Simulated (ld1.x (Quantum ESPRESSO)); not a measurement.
Ranking RRKJ potentials for Cu (Z = 29)

All share these settings but for the change named:

ld1.x (Quantum ESPRESSO) 7.5 input, shortened:

```
&input
   title='Cu', zed=29., rel=1, dft='PBE', iswitch=3,
   config='[Ar] 3d10 4s1 4p0'
 /
 &inputp
   pseudotype=2, tm=.false., rho0=0.001, lloc=0,
   nlcc=.true., new_core_ps=.true., rcore=0.95
 /
3
4P  2  1   0.00   0.00  3.65  3.65  0.0
3D  3  2  10.00   0.00  1.50  1.50  0.0
4S  1  0   1.00   0.00  2.20  2.20  0.0
 &test
   configts(1)='3d10 4s1 4p0'
 /
```

Cutoff: the first of the cutoffs (Ry, on a coarse ladder) from which the occupation-weighted sum of valence levels, in a spherical-Bessel basis at the reference potential, stays within 10 and 1 mRy of its value at 400 Ry; the density cutoff is not measured.

The base gives 90 Ry.

Of 5 variants that were run, those that failed, showed a ghost or another fault, or gave nearly equal values are left out.

A variant can come out equal or close to the base.

Task: Rank these variants from softest to hardest (loose cutoff).
A. all radii but the core radius scaled by about 1.11 (s 2.44, p 4.04, d 1.66 bohr)
B. all radii but the core radius scaled by about 1.28 (s 2.80, p 4.66, d 1.92 bohr)
C. all radii but the core radius scaled by about 0.90 (s 1.98, p 3.28, d 1.34 bohr)

Result: B (60 Ry), A (80 Ry), C (110 Ry).
